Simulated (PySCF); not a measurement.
C₅H₈OSSi, SMILES CS[SiH2]c1ccco1 at its GFN2-xTB optimised geometry (Å):

```
16

C     -1.8313    -3.2490     0.0608
S     -0.4439    -2.0727     0.0947
Si    -1.5516    -0.2410    -0.0034
C     -0.2678     1.1021     0.0000
C      1.1020     1.1021     0.0000
C      1.5058     2.4543     0.0000
C      0.3554     3.1837    -0.0004
O     -0.7171     2.3812    -0.0010
H     -2.5076    -3.0423     0.8842
H     -1.4067    -4.2414     0.1684
H     -2.3524    -3.1685    -0.8879
H     -2.4325    -0.1759     1.1640
H     -2.3506    -0.2514    -1.2301
H      1.7275     0.2327     0.0011
H      2.5076     2.8321     0.0007
H      0.1783     4.2414     0.0002
```

Calculation: B3LYP/def2-TZVP (PySCF). Cells within 0.4 Å of a nucleus heavier than hydrogen are left out (blank, or x).

Map of the electrostatic potential (hartree/e), clipped to [-0.08, 0.12] on the plane z = 0.0 Å:

```
|222222222222222222222222222|
|222222222222333322222222222|
|222222222223344332222222222|
|222211122223598433222222222|
|222111111224999743332222222|
|221111111124999954433222222|
|22111111101699x999974322222|
|22111111002999x999995322222|
|22111111009xx999x9995322222|
|222112222299999999953222222|
|222222234599999999532222222|
|222222248999xx9x99432222222|
|222222369999999999732222222|
|2222223799x9997999832222222|
|2222223899x9995488432222222|
|222222369999997333222222222|
|222222359999999311222222222|
|222222346999x99311111111222|
|222222359999999201111111112|
|222222369x99995101111111111|
|222222369x99852111111111111|
|222222349999532111111111111|
|222222234999532111111111111|
|222222223587422211111111111|
|222222222333322211111111111|
|222222222222222221111111112|
|222222222222222222211111122|
```
Scale: ten equal steps from -0.032 (start of '0') to 0.120 (end of '9'), in the order '0123456789'; x runs from -6.50 to 6.50, y from -6.50 (bottom) to 6.50 (top).
